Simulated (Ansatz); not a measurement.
Basis sets compared for Au3⁻ (the lowest singlet isomer of a short search). The state is a singlet with charge -1. Geometry PBE0-D4/def2-TZVPD. Ansatz on 4 threads of Arm Neoverse V2 on a shared host; times are rough, and most runs start from earlier orbitals.

```xyz
3

Au    0.0000    0.0000    0.0000
Au   -2.1718   -0.9431    1.0443
Au    2.1717    0.9431   -1.0443
```

In the def2 sets Au takes a core potential; there is no spin–orbit coupling. The structure comes from a short search, and lower isomers may exist.

```csv
level,functions,energy (Eh),HOMO (eV),LUMO (eV),wall time
PBE-D4/def2-SVPD,105,-407.4783,-1.23,1.05,0.95 s
PBE0-D4/def2-SVPD,105,-407.3238,-1.76,1.76,1.2 s
```

Question: Estimate the rows for PBE-D4/def2-TZVPD, PBE0-D4/def2-TZVPD (with forces).

Answer: 
| level | functions | energy (Eh) | HOMO (eV) | LUMO (eV) | wall time |
| --- | --- | --- | --- | --- | --- |
| PBE-D4/def2-TZVPD | 129 | -407.5001 | -1.30 | 0.93 | 1.1 s |
| PBE0-D4/def2-TZVPD (with forces) | 129 | -407.3444 | -1.83 | 1.65 | 3.2 s |
